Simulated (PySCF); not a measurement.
## Core-level binding energies of Ti(OH)F3

Ti(OH)F3 (singlet state).
Structure used (PBE0-D3(BJ)/def2-SVP), in Å, numbered top down from 1:
```xyz
6
F3HOTi angstrom
Ti    -0.045   -0.116   -0.422
O      0.158    0.357    1.231
H      0.236    0.589    2.159
F      1.501   -0.218   -1.206
F     -1.023    1.053   -1.254
F     -0.825   -1.665   -0.507
```

Computed with PySCF, delta-SCF UKS SCAN, pcX-2 on the ionised atom (unc-x2c-TZVPall on a metal), pcseg-1 elsewhere, spin-free X2C. Vertical ΔSCF values, vacuum level as zero.

Q: List the computed XPS lines with their assignment.

A: 
| atom(s) | bonded to | level | binding energy (eV) | 2p1/2 (eV) | count |
| --- | --- | --- | --- | --- | --- |
| Ti1 | 3 F and O | Ti 2p3/2 | 465.86 | 471.58 | 1 |
| O2 | H and Ti | O 1s | 539.25 | – | 1 |
| F4/F5/F6 | Ti | F 1s | 692.15 | – | 3 |

Q: What is the longest wavelength that can ionise F 1s of F4/F5/F6 vertically?

A: λ = hc/E = 12398.42 eV Å / 692.15 eV = 17.913 Å.

Q: Which photon energy gives electrons from F 1s of F4/F5/F6 a kinetic energy of 100 eV, and what is their de Broglie wavelength?

A: hν = 692.15 + 100 = 792.15 eV, recoil neglected; λ = 12.264 Å/√(E/eV) = 1.23 Å.

The first atom of each set that the bonding makes equivalent was ionised and stands for the set. Spin–orbit and ligand-field terms were added within each 2p shell after the spin-free SCF. 2p1/2 minus 2p3/2 (ligand field included): Ti 5.72 eV. Satellites of the metal's 2p lines aren't described. Isolated species at its PBE0-D3(BJ)/def2-SVP geometry, gas phase. Metal 2p energies of this one-determinant scheme are less reliable than its 1s energies.

The run took 13 s wall on Arm Neoverse V1, one thread, no GPU (shared host).
